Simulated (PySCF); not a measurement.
Species: C₆H₇N₂S (doublet state).
Cartesian coordinates in Å at the GFN2-xTB level; atoms count from 1:
```xyz
16
C6H7N2S angstrom
C     -2.0168   -0.7823    0.5800
C     -0.9778    0.1041    0.7286
C     -0.3366    0.3065    1.9305
C     -0.4764    0.8794   -0.4754
C      0.8926    0.4007   -0.8207
C      1.2183   -0.8346   -1.4312
N      2.5082   -1.0173   -1.5729
S      3.2898    0.2759   -0.9770
N      1.9680    1.0997   -0.5238
H     -2.5042   -0.9322   -0.3659
H     -2.3771   -1.3532    1.4170
H      0.4847    0.9953    2.0107
H     -0.6377   -0.2213    2.8171
H     -1.1434    0.7308   -1.3258
H     -0.4249    1.9424   -0.2371
H      0.5259   -1.5849   -1.7656
```

The hyperfine couplings belong to this conformer and change with its torsions.

As a line formula: `[CH2]C(=C)Cc1cnsn1` [radical].

Computed, not measured: UKS B3LYP, pcH-1 on C H N S, non-relativistic, mean-field spin-orbit, GIAO in PySCF. One conformer (not necessarily the lowest) at the GFN2-xTB geometry, without solvent, vibrations or thermal averaging. The geometry wasn't refined by DFT: couplings that depend on bond lengths, twists or pyramidal angles can differ widely from those at the functional's own minimum. Stability of the SCF solution: not tested. ⟨S²⟩ is 0.778 where a pure state has 0.75.

Task: Where do the isotropic ENDOR lines of H12, H13, H10, H11 and H14/H15 fall at 1218.5 mT, to first order?

Result: ν± = |νn ± a/2|, one line for each electron-spin manifold; νn = |g_N| × 7.62259 MHz/T × B.

| nuclei | isotope | g_N | νn (MHz) | a_iso (MHz) | lower line (MHz) | upper line (MHz) |
| --- | --- | --- | --- | --- | --- | --- |
| H12 | 1H | 5.5857 | 51.88 | -44.17 | 29.79 | 73.97 |
| H13 | 1H | 5.5857 | 51.88 | -41.90 | 30.93 | 72.83 |
| H10 | 1H | 5.5857 | 51.88 | -40.61 | 31.58 | 72.19 |
| H11 | 1H | 5.5857 | 51.88 | -38.43 | 32.66 | 71.10 |
| H14/H15 | 1H | 5.5857 | 51.88 | -7.64 | 48.06 | 55.70 |

Task: Which pairs are centred on the nuclear Larmor frequency, and which on half the coupling?

Result: Centred on νn, since |a| < 2νn: H12, H13, H10, H11 and H14/H15. No pair has |a| > 2νn.

Task: At what field would the lower line of H10 fall to zero frequency?

Result: Where νn = |a|/2, that is B = 20.30 MHz/(5.5857 × 7.62259 MHz/T) = 477 mT, as far as first order holds there.

Nuclei that the bonding pattern makes equivalent are averaged, as if the motion that swaps them (rotation, inversion, ring flip) were fast. H10 and H11 aren't averaged: C1 is flat or nearly so (angle sum 360°), and its turn about the short C1–C2 bond (1.37 Å) is taken as slow. The 1H value of -7.6 MHz is a mean of couplings from -12.9 to -2.4 MHz in this one geometry, not an average over conformers.

The Mulliken spin populations are largest on C3 (+0.72), C1 (+0.66) and C2 (-0.27). The angles at C3 add up to 360.0°, so it is planar; its axial dipolar tensor and the negative couplings of its protons fit spin in a p orbital normal to that plane.
